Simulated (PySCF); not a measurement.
C₄H₁₁NSi, SMILES C1C(C1)(NC)[SiH3]. The structure is a stationary point at B3LYP-D3(BJ)/def2-SVP. The structure was generated by enumeration, and PubChem lists no compound with its InChIKey, so it may never have been made. One conformer was computed; it need not be the lowest.

Give the equilibrium geometry at B3LYP-D3(BJ)/def2-SVP (PySCF confirms it by a frequency run) as bond lengths and angles. (An estimate is asked for; the answer gives what the named calculation found.)

Several could match; the one computed here: 
Atoms: C1 N2 C3 Si4 C5 C6 H7 H8 H9 H10 H11 H12 H13 H14 H15 H16 H17. Bonded distances (Å): C1–N2 1.453, C1–H7 1.111, C1–H8 1.101, C1–H9 1.102, N2–C3 1.447, N2–H10 1.019, C3–Si4 1.892, C3–C5 1.519, C3–C6 1.520, Si4–H11 1.493, Si4–H12 1.494, Si4–H13 1.496, C5–C6 1.498, C5–H14 1.093, C5–H15 1.094, C6–H16 1.093, C6–H17 1.094. Bond angles (°): N2–C1–H7 115.1, N2–C1–H8 109.6, N2–C1–H9 109.5, H7–C1–H8 107.8, H7–C1–H9 107.0, H8–C1–H9 107.5, C1–N2–C3 115.9, C1–N2–H10 110.9, C3–N2–H10 110.3, N2–C3–Si4 119.1, N2–C3–C5 114.4, N2–C3–C6 114.3, Si4–C3–C5 118.5, Si4–C3–C6 117.4, C5–C3–C6 59.1, C3–Si4–H11 112.5, C3–Si4–H12 109.7, C3–Si4–H13 109.6, H11–Si4–H12 108.3, H11–Si4–H13 107.8, H12–Si4–H13 109.0, C3–C5–C6 60.5, C3–C5–H14 115.5, C3–C5–H15 119.0, C6–C5–H14 117.4, C6–C5–H15 118.9, H14–C5–H15 114.9, C3–C6–C5 60.5, C3–C6–H16 115.1, C3–C6–H17 119.0, C5–C6–H16 117.4, C5–C6–H17 118.9, H16–C6–H17 115.1.
Charge 0, spin multiplicity 1.
